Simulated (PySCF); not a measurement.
Task: Give a PBE0-D3(BJ)/def2-SVP geometry of `NC1=CC=CC=C1B(O)O` (b-(2-aminophenyl)boronic acid).

Result: 
```xyz
18
C6H8BNO2 angstrom
N     -0.3222    2.2561    0.1899
C     -0.5103    0.9137    0.0325
C     -1.8216    0.3912    0.0094
C     -2.0487   -0.9693   -0.1178
C     -0.9816   -1.8655   -0.2270
C      0.3086   -1.3534   -0.2024
C      0.5904    0.0169   -0.0730
B      2.0752    0.4942   -0.0700
O      2.3752    1.8248   -0.2236
O      3.1390   -0.3502    0.0762
H     -1.1105    2.8683    0.0434
H      0.6023    2.6277    0.0068
H     -2.6669    1.0800    0.0946
H     -3.0775   -1.3391   -0.1353
H     -1.1579   -2.9372   -0.3355
H      1.1411   -2.0589   -0.3099
H      3.3270    1.9729   -0.1888
H      2.8768   -1.2578    0.2530
```

Any rigid rotation of these coordinates is as good. Atoms count from 1 in this order. The C–C distances run from 1.385 Å (C3–C4, aromatic) to 1.424 Å (C2–C7, aromatic), a spread of 0.039 Å. N1 (aniline-type nitrogen) has angles 118.2°, 117.8° and 117.7°, sum 353.6°, 0.16 Å off the plane of its three neighbours. O9 (boron-bound oxygen) is bent (angle 111.1°). The 6-membered ring C2–C3–C4–C5–C6–C7 has internal angles of 117.8° to 123.2° (sum 720°, against 720° for a flat polygon); it is planar, 0.00 Å rms from its mean plane, widest ring torsion 0°.

Bonds between heavy atoms (Å): N1–C2 1.365, C2–C3 1.412, C3–C4 1.385, C4–C5 1.398, C5–C6 1.388, C6–C7 1.405, C7–B8 1.560, B8–O9 1.373, B8–O10 1.366, C2–C7 1.424.

Theory: PBE0-D3(BJ)/def2-SVP geometry optimisation, gas phase in PySCF 2.14.0.

Point group: C1 (no symmetry element, even within 0.4 Å). No frequency check. The numbers are those of one conformer (C7–B8–O9–H 179°, C7–B8–O10–H -5°).

The run took 91 s on one thread of an Arm Neoverse V2, on a shared host, and the process peaked at 0.83 GiB of memory. That covers the optimisation of the geometry.
